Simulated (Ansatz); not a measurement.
```xyz
9

F     1.227    0.070    2.217
Sn    1.104   -0.838    0.558
Cl   -0.388   -2.541    0.837
O     0.373    0.483   -0.707
C    -0.887    0.902   -0.718
F    -1.649    0.174   -1.543
F    -1.457    0.830    0.501
F    -0.953    2.166   -1.122
H     2.630   -1.246   -0.023
```

Total charge 0; spin multiplicity 1. Sn takes the def2 core potential.

(1) List the PBE/def2-TZVPP orbital energies in eV (Ansatz 0.2.0). (An estimate is asked.)

Results:

(1) Ansatz gave: Occupied: -2739.75, -661.06, -661.02, -660.93, -659.77, -511.68, -276.65, -250.30, -191.01, -190.82, -190.82, -135.31, -91.29, -91.26, -91.21, -33.47, -30.91, -30.81, -29.66, -28.24, -27.79, -27.66, -27.65, -27.04, -26.24, -20.90, -17.33, -15.44, -15.00, -14.90, -13.14, -11.43, -11.34, -10.95, -10.82, -10.69, -10.39, -10.26, -9.73, -9.64, -9.36, -9.03, -8.66, -8.54, -8.48. Lowest empty: -3.26, -1.50, -1.26, 0.52, 1.39, 1.94, 2.25, 2.46.
